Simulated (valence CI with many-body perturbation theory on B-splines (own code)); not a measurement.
**Gd²⁵⁺: key properties**

Method: configuration interaction combined with many-body perturbation theory (CI+MBPT): three valence electrons over a frozen Dirac-Fock core [Kr], a basis of 7 s, 7 p, 8 d, 6 f, 4 g, 1 h functions for each j, with the one-electron correlation potential Σ1 (screened to all orders), the two-electron term Σ2, the three-electron term Σ3, Breit, model QED; selected single and double excitations, second order for the rest, scaled by the run's own slope (own B-spline code, finite nucleus).

No measured spectrum was set against this ion. As an estimate, terms of the open shell hold to 2 to 4 % of their energy, and close levels can change places. The list stops below the first excitations out of the core.

Levels are named by their leading jj configuration (3d3/2^4 stands for four electrons in 3d with j = 3/2), which in mixed levels can hold well under half, so a name can repeat and another be missing.

Rates and lifetimes use the calculated energies. Strong lines usually hold to 10 to 20 %, long lifetimes can be off by a factor of two.

Task: What is the ground level?

Result: (4d3/2^3) J=3/2, composition 63 % 4d³ ⁴F + 28 % 4d³ ²D + 6 % 4d³ ²P, g = 0.602.

Task: How well does LS coupling describe the low levels?

Result: Among the lowest 19 levels the leading LS term, summed over configurations, holds 65 % on average. For single configurations the figures are 65 % in LS and 86 % in jj coupling. Terms mix most in the J = 3/2 level at 16.689 eV, where the leading one holds 42 %.

Task: What is the ionisation energy?

Result: 852.57 eV; NIST lists 851 ± 4 eV (theoretical).
